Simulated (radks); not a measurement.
Results of a calculation; reference values are marked as such.
Coherent X-ray form factor from a spherical all-electron density. Level of theory: Dirac Kohn-Sham, BP86, spin-unpolarised, spherical densities, finite nucleus; Fermi nuclear charge, rms radius of each element as measured or else 0.836 A^(1/3) + 0.57 fm (a radial shooting solver on a logarithmic mesh with Libxc functionals).

sin(theta)/lambda (1/angstrom)  f0 (electrons)
0.05                                    46.314
0.1                                     44.452
0.15                                    41.856
0.2                                     38.954
0.25                                    36.036
0.3                                     33.270
0.4                                     28.488
0.5                                     24.810
0.6                                     22.084
0.8                                     18.399
1                                       15.679
1.25                                    12.665
1.5                                     10.104
2                                        6.883

The species is in the configuration that NIST lists as its ground one. Which atom or ion scatters so?

Answer. The cadmium ion Cd+, [Kr] 4d10 5s1. Extrapolating in s^2 from the first two rows gives f0(0) = 46.9, near the electron count 47; among species with that count, the fall with angle is slower the higher Z, and the table is that of Z = 48; from so few rows the species is fixed only to a neighbour or two.
